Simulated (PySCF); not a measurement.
Si(CCH)2(Me)2, C6H8Si, SMILES C#C[Si](C)(C)C#C, GFN2-xTB optimised geometry.

```
15

C      1.86    -1.16     0.01
C      0.66    -1.17     0.00
Si    -1.20    -1.17     0.00
C     -1.83     0.63     0.00
C     -1.83    -2.14     1.51
C     -1.75    -2.02    -1.56
C     -2.11    -2.57    -2.56
H      2.92    -1.16     0.01
H     -1.50     1.16     0.89
H     -2.92     0.66    -0.03
H     -1.46     1.17    -0.86
H     -2.92    -2.19     1.52
H     -1.46    -3.16     1.49
H     -1.50    -1.69     2.44
H     -2.43    -3.05    -3.45
```

Density from PBE0/def2-TZVP (PySCF 2.14.0) at that geometry.

Minimum of the electron density along straight lines between bonded atoms, close to the bond critical point (lines longer than 1.1 times the sum of covalent radii, or with two minima, are not listed):

```csv
bond,length / Å,ρ at the minimum / e bohr⁻³,∇²ρ there / e bohr⁻⁵,position (fraction from the first atom)
C1–C2,1.202,0.425,-1.31,0.53
C2–Si3,1.859,0.114,0.27,0.61
Si3–C4,1.904,0.118,0.13,0.39
Si3–C5,1.904,0.118,0.13,0.39
Si3–C6,1.859,0.114,0.27,0.39
C6–C7,1.202,0.425,-1.31,0.47
C1–H8,1.052,0.299,-1.14,0.66
C4–H9,1.087,0.275,-0.92,0.64
C4–H10,1.087,0.275,-0.92,0.64
C4–H11,1.086,0.275,-0.93,0.64
C5–H12,1.087,0.275,-0.92,0.64
C5–H13,1.086,0.275,-0.93,0.64
C5–H14,1.087,0.275,-0.92,0.64
C7–H15,1.052,0.299,-1.14,0.66
```
